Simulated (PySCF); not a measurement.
Compound: C3H12BP.
SMILES: `[BH3-][P+](C)(C)C`

The closed-shell ground state was solved at several levels (PySCF, density fitting, gas phase, non-relativistic). Isolated species at its PBE0-D3(BJ)/def2-SVP geometry, gas phase.

```tsv
level	basis functions	total energy (Eh)	HOMO (eV)	LUMO (eV)	gap (eV)	dipole (D)
PBE0/cc-pVDZ	134	-487.4385	-7.80	1.17	8.97	5.29
PBE0/IGLO-III	304	-487.5144	-7.91	0.26	8.17	5.21
PBE0/aug-cc-pVDZ	227	-487.4492	-7.90	-0.39	7.51	5.21
PBE0/pcSseg-0	73	-486.6915	-8.10	1.43	9.53	5.28
```

(1) What might PBE0/cc-pVTZ (322 basis functions) give for the same quantities?

(2) Over all these levels, which gives the widest orbital gap and which the narrowest?

(3) How much does the basis alone move the frontier levels among the 5 PBE0 rows (the withheld one included)?

(4) How far do the dipole and the HOMO energy spread over the levels?

Answers

(1) Total energy -487.5075 Eh, HOMO -7.89 eV, LUMO 0.63 eV, gap 8.52 eV, dipole 5.22 D.

(2) PBE0/pcSseg-0 has the widest, 9.53 eV, and PBE0/aug-cc-pVDZ the narrowest, 7.51 eV. From the narrowest to the widest the HOMO moves by -0.20 eV and the LUMO by +1.82 eV.

(3) The HOMO by 0.30 eV and the LUMO by 1.82 eV. By rising basis size (HOMO, LUMO in eV): pcSseg-0 -8.10, 1.43; cc-pVDZ -7.80, 1.17; aug-cc-pVDZ -7.90, -0.39; IGLO-III -7.91, 0.26; cc-pVTZ -7.89, 0.63.

(4) The dipole runs from 5.21 to 5.29 D (mean 5.24 D) and the HOMO from -8.10 to -7.80 eV.
